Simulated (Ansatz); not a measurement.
Abridged output of a molecular run in Ansatz:

```
Functional definition: HF
1367 factors; integrals over basis functions are off by at most 1.1e-3 eV
mean field evaluation 1: about -17889.5995 eV, gradient 6.0e1 eV
mean field evaluation 2: about -17889.6167 eV, gradient 6.0e1 eV
mean field evaluation 4: about -17896.6816 eV, gradient 4.4e0 eV
mean field evaluation 8: about -17896.7426 eV, gradient 3.7e-1 eV
mean field evaluation 16: about -17896.6594 eV, gradient 4.4e0 eV
mean field -17896.74331842 eV, -657.6931861038 hartree, gradient 1.3e-6 eV, S^2 0.000000; 0 other end points of the search recorded, 0 dependent functions left out
12 core orbitals not correlated: weight in the atoms' cores, before any rotation towards them, 1.000 or more for the frozen orbitals, at most 0.000 for the correlated occupied ones
reference -17896.74331842 eV, -657.6931861038 hartree; 22, 22 occupied and 107, 107 virtual orbitals, 1367 factors
second order -31.87677093 eV of doubles, -0.00000000 eV of singles
cycle   1  -31.84086500 eV  change    3.6e-2 eV  update   1.5e-1
cycle   2  -32.64255637 eV  change   -8.0e-1 eV  update   4.4e-2
cycle   3  -32.87666244 eV  change   -2.3e-1 eV  update   2.8e-2
cycle   4  -32.87155441 eV  change    5.1e-3 eV  update   8.3e-3
cycle   5  -32.86051098 eV  change    1.1e-2 eV  update   4.4e-3
cycle   6  -32.86105719 eV  change   -5.5e-4 eV  update   1.5e-3
cycle   7  -32.86141839 eV  change   -3.6e-4 eV  update   6.9e-4
cycle   8  -32.86110184 eV  change    3.2e-4 eV  update   2.5e-4
cycle   9  -32.86106289 eV  change    3.9e-5 eV  update   1.0e-4
cycle  10  -32.86119384 eV  change   -1.3e-4 eV  update   5.0e-5
cycle  11  -32.86113791 eV  change    5.6e-5 eV  update   2.1e-5
cycle  12  -32.86113547 eV  change    2.4e-6 eV  update   1.2e-5
perturbative correction -0.98487021 eV, -0.0361933127 hartree
Total energy: -17930.58932411 eV, -658.9370038710 hartree
```

Its atoms:

Z-matrix (Å, degrees):
```
Al
O 1 1.832
O 1 1.698 2 108.4
O 1 1.832 2 94.7 3 111.0
O 1 1.699 2 112.3 3 -132.5
C 2 1.266 1 126.2 3 -103.7
H 3 0.954 1 121.8 2 -129.0
C 4 1.266 1 126.2 2 -7.4
H 5 0.953 1 125.3 2 -52.2
C 6 1.389 2 125.6 1 -4.5
H 6 1.095 2 115.7 1 176.0
H 8 1.095 4 115.7 1 -176.0
H 10 1.080 6 119.4 2 -180.0
```

(1) Which basis set was used?
A. cc-pV(Q+d)Z
B. def2-TZVPPD
C. def2-SVP
D. cc-pV(T+d)Z

(2) Write the keys of the input that set method, charge and spin (a neutral closed shell needs none for the last two).

## Answers

(1) C. It gives 141 functions.

(2) 
```yaml
correlation: {method: ccsd_t}
```
